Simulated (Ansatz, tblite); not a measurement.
Removing an electron: NbS3⁻ (the lowest singlet isomer of a short search). Total charge -1; singlet. Geometry: PBE-D4/def2-SVPD. Ansatz, gas phase; energy differences of separate SCF runs; the oxidised species was run as a doublet alone.

```xyz
4

Nb    0.091    0.469   -0.056
S    -0.814   -0.239   -1.960
S    -1.318    0.288    1.656
S     2.041   -0.518    0.360
```

In the def2 sets Nb takes a core potential; there is no spin–orbit coupling. The xTB rows come from tblite. The structure comes from a short search, and lower isomers may exist.

```csv
level,−HOMO (eV),vertical IE (eV),−LUMO (eV),HOMO–LUMO gap (eV)
GFN1-xTB,5.15,7.91,4.47,0.68
GFN2-xTB,6.23,8.88,5.73,0.50
PBE-D4/def2-TZVPD,1.02,3.48,0.14,0.87
r2SCAN-D4/def2-TZVPD,1.23,3.60,-0.02,1.25
PBE0-D4/def2-TZVPD,2.04,3.71,-0.59,2.63
```

  Raw xTB energy differences between charge states are shifted by several eV; the methods need an empirical correction for them.
